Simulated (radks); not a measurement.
The numbers below are computed, except where a source is named.
The nuclear charge of neutral dysprosium is varied continuously with 66 electrons held in [Xe] 4f10 6s2. Code: a radial shooting solver on a logarithmic mesh with Libxc functionals. Model: Dirac Kohn-Sham, PBE, spin-unpolarised, spherical densities, finite nucleus; open shells fill j = l - 1/2 first; Fermi nuclear charge, rms radius 5.2218 fm. By the Hellmann-Feynman theorem dE/dZ = E(electron-nucleus)/Z, the electronic potential at the nucleus (averaged over a nucleus of fixed radius).

Z,E (hartree),E(electron-nucleus)/Z (hartree),HOMO,e(HOMO) (eV),<r> HOMO (bohr)
65.8,-12076.4950,-452.472,4f7/2,-0.269,0.9298
65.9,-12121.7943,-453.514,4f7/2,-1.401,0.9112
66,-12167.1977,-454.554,4f7/2,-2.611,0.8959
66.1,-12212.7051,-455.594,4f7/2,-3.887,0.8827
66.2,-12258.3164,-456.632,6s1/2,-4.954,3.941
66.3,-12304.0315,-457.671,6s1/2,-5.590,3.861
66.4,-12349.8506,-458.709,6s1/2,-6.246,3.787
66.5,-12395.7734,-459.747,6s1/2,-6.921,3.717
66.6,-12441.8000,-460.785,6s1/2,-7.614,3.652
66.7,-12487.9305,-461.823,6s1/2,-8.325,3.590
66.8,-12534.1647,-462.862,6s1/2,-9.053,3.531
66.9,-12580.5028,-463.900,6s1/2,-9.798,3.475
67,-12626.9447,-464.938,6s1/2,-10.558,3.422

The central difference of E at Z = 66 is -454.554 hartree, to compare with the third column; the second derivative is -10.4 hartree.
